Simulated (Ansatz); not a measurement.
CH₇GeNO, SMILES `N[CH](O)[GeH3]`, charge 0, multiplicity 1.

Question: Give a relaxed structure at PBE0-D4/def2-TZVP (Ansatz 0.2.0). (Best estimate.)

Answer: Ansatz gave: 
Z-matrix (Å, degrees):
```
C
O 1 1.418
Ge 1 1.993 2 110.2
N 1 1.435 2 106.1 3 118.6
H 1 1.105 2 108.4 3 -118.9
H 2 0.961 1 108.2 3 80.5
H 3 1.534 1 109.7 2 56.7
H 3 1.541 1 108.0 2 -63.0
H 3 1.544 1 111.0 2 178.2
H 4 1.011 1 112.0 2 -171.2
H 4 1.014 1 111.0 2 67.1
```
This is one stationary point; other conformers may exist.
